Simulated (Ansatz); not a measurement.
C30H36 rod of 6 cages `C1C2CC3C4CC56CC78CC9CC%10C%11CC%12%13CC(C2)(C(C14)C5C%12C%107)C3C6C%13C8C%11C9` (charge 0, multiplicity 1)

Computed with Ansatz (a quantum-chemistry and plane-wave program) with PBE0-D3(BJ)/def2-SVP // PBE-D3(BJ)/def2-SVP.

```yaml
HOMO: -6.77 eV
dipole_moment: 0.000 e·Å
LUMO: 1.35 eV
HOMO–LUMO gap: 8.12 eV
vertical ionisation energy (Delta-SCF): 7.97 eV
total_energy: -1162.9693 Ha
cost: around 4 core-hours (rough)
```

Bonded distances (Å): C1–C2 1.539, C1–C21 1.536, C1–H31 1.111, C1–H32 1.112, C2–C3 1.539, C2–C19 1.538, C2–H33 1.111, C3–C4 1.536, C3–H34 1.111, C3–H35 1.112, C4–C5 1.547, C4–C25 1.544, C4–H36 1.113, C5–C6 1.533, C5–C21 1.547, C5–H37 1.113, C6–C7 1.536, C6–H38 1.112, C6–H39 1.112, C7–C8 1.534, C7–C22 1.552, C7–C26 1.552, C8–C9 1.535, C8–H40 1.113, C8–H41 1.113, C9–C10 1.539, C9–C24 1.555, C9–C28 1.555, C10–C11 1.538, C10–H42 1.112, C10–H43 1.112, C11–C12 1.539, C11–C30 1.539, C11–H44 1.111, C12–C13 1.536, C12–H45 1.111, C12–H46 1.112, C13–C14 1.547, C13–C24 1.544, C13–H47 1.113, C14–C15 1.533, C14–C29 1.547, C14–H48 1.113, C15–C16 1.536, C15–H49 1.112, C15–H50 1.112, C16–C17 1.534, C16–C23 1.552, C16–C27 1.552, C17–C18 1.535, C17–H51 1.113, C17–H52 1.113, C18–C19 1.539, C18–C20 1.555, C18–C25 1.555, C19–H53 1.112, C19–H54 1.112, C20–C21 1.544, C20–C22 1.539, C20–H55 1.114, C21–H56 1.113, C22–C23 1.538, C22–H57 1.114, C23–C24 1.539, C23–H58 1.114, C24–H59 1.114, C25–C26 1.539, C25–H60 1.114, C26–C27 1.538, C26–H61 1.114, C27–C28 1.539, C27–H62 1.114, C28–C29 1.544, C28–H63 1.114, C29–C30 1.536, C29–H64 1.113, C30–H65 1.111, C30–H66 1.112. Angles (°): C2–C1–C21 109.7, C2–C1–H31 110.1, C2–C1–H32 110.1, C21–C1–H31 109.9, C21–C1–H32 110.0, H31–C1–H32 106.9, C1–C2–C3 109.2, C1–C2–C19 109.2, C1–C2–H33 109.7, C3–C2–C19 109.2, C3–C2–H33 109.7, C19–C2–H33 109.6, C2–C3–C4 109.7, C2–C3–H34 110.1, C2–C3–H35 110.1, C4–C3–H34 109.9, C4–C3–H35 110.0, H34–C3–H35 106.9, C3–C4–C5 110.6, C3–C4–C25 110.4, C3–C4–H36 109.8, C5–C4–C25 108.3, C5–C4–H36 108.9, C25–C4–H36 108.7, C4–C5–C6 110.4, C4–C5–C21 108.3, C4–C5–H37 109.0, C6–C5–C21 110.4, C6–C5–H37 109.7, C21–C5–H37 109.0, C5–C6–C7 110.8, C5–C6–H38 110.2, C5–C6–H39 110.2, C7–C6–H38 109.4, C7–C6–H39 109.4, H38–C6–H39 106.9, C6–C7–C8 111.7, C6–C7–C22 109.5, C6–C7–C26 109.5, C8–C7–C22 109.6, C8–C7–C26 109.6, C22–C7–C26 106.9, C7–C8–C9 111.8, C7–C8–H40 109.5, C7–C8–H41 109.5, C9–C8–H40 109.5, C9–C8–H41 109.5, H40–C8–H41 106.8, C8–C9–C10 111.5, C8–C9–C24 109.5, C8–C9–C28 109.5, C10–C9–C24 109.7, C10–C9–C28 109.7, C24–C9–C28 106.9, C9–C10–C11 110.7, C9–C10–H42 109.3, C9–C10–H43 109.3, C11–C10–H42 110.3, C11–C10–H43 110.3, H42–C10–H43 106.8, C10–C11–C12 109.2, C10–C11–C30 109.2, C10–C11–H44 109.6, C12–C11–C30 109.2, C12–C11–H44 109.7, C30–C11–H44 109.7, C11–C12–C13 109.7, C11–C12–H45 110.1, C11–C12–H46 110.1, C13–C12–H45 109.9, C13–C12–H46 110.0, H45–C12–H46 106.9, C12–C13–C14 110.6, C12–C13–C24 110.4, C12–C13–H47 109.8, C14–C13–C24 108.3, C14–C13–H47 108.9, C24–C13–H47 108.7, C13–C14–C15 110.4, C13–C14–C29 108.3, C13–C14–H48 109.0, C15–C14–C29 110.4, C15–C14–H48 109.7, C29–C14–H48 109.0, C14–C15–C16 110.8, C14–C15–H49 110.2, C14–C15–H50 110.2, C16–C15–H49 109.4, C16–C15–H50 109.4, H49–C15–H50 106.9, C15–C16–C17 111.7, C15–C16–C23 109.5, C15–C16–C27 109.5, C17–C16–C23 109.6, C17–C16–C27 109.6, C23–C16–C27 106.9, C16–C17–C18 111.8, C16–C17–H51 109.5, C16–C17–H52 109.5, C18–C17–H51 109.5, C18–C17–H52 109.5, H51–C17–H52 106.8, C17–C18–C19 111.5, C17–C18–C20 109.5, C17–C18–C25 109.5, C19–C18–C20 109.7, C19–C18–C25 109.7, C20–C18–C25 106.9, C2–C19–C18 110.7, C2–C19–H53 110.3, C2–C19–H54 110.3, C18–C19–H53 109.3, C18–C19–H54 109.3, H53–C19–H54 106.8, C18–C20–C21 109.6, C18–C20–C22 109.5, C18–C20–H55 108.2, C21–C20–C22 111.5, C21–C20–H55 109.1, C22–C20–H55 108.8, C1–C21–C5 110.6, C1–C21–C20 110.4, C1–C21–H56 109.8, C5–C21–C20 108.3, C5–C21–H56 108.9, C20–C21–H56 108.7, C7–C22–C20 109.7, C7–C22–C23 109.6, C7–C22–H57 108.2, C20–C22–C23 111.4, C20–C22–H57 108.9, C23–C22–H57 108.9, C16–C23–C22 109.6, C16–C23–C24 109.7, C16–C23–H58 108.2, C22–C23–C24 111.4, C22–C23–H58 108.9, C24–C23–H58 108.9, C9–C24–C13 109.6, C9–C24–C23 109.5, C9–C24–H59 108.2, C13–C24–C23 111.5, C13–C24–H59 109.1, C23–C24–H59 108.8, C4–C25–C18 109.6, C4–C25–C26 111.5, C4–C25–H60 109.1, C18–C25–C26 109.5, C18–C25–H60 108.2, C26–C25–H60 108.8, C7–C26–C25 109.7, C7–C26–C27 109.6, C7–C26–H61 108.2, C25–C26–C27 111.4, C25–C26–H61 108.9, C27–C26–H61 108.9, C16–C27–C26 109.6, C16–C27–C28 109.7, C16–C27–H62 108.2, C26–C27–C28 111.4, C26–C27–H62 108.9, C28–C27–H62 108.9, C9–C28–C27 109.5, C9–C28–C29 109.6, C9–C28–H63 108.2, C27–C28–C29 111.5, C27–C28–H63 108.8, C29–C28–H63 109.1, C14–C29–C28 108.3, C14–C29–C30 110.6, C14–C29–H64 108.9, C28–C29–C30 110.4, C28–C29–H64 108.7, C30–C29–H64 109.8, C11–C30–C29 109.7, C11–C30–H65 110.1, C11–C30–H66 110.1, C29–C30–H65 109.9, C29–C30–H66 110.0, H65–C30–H66 106.9.
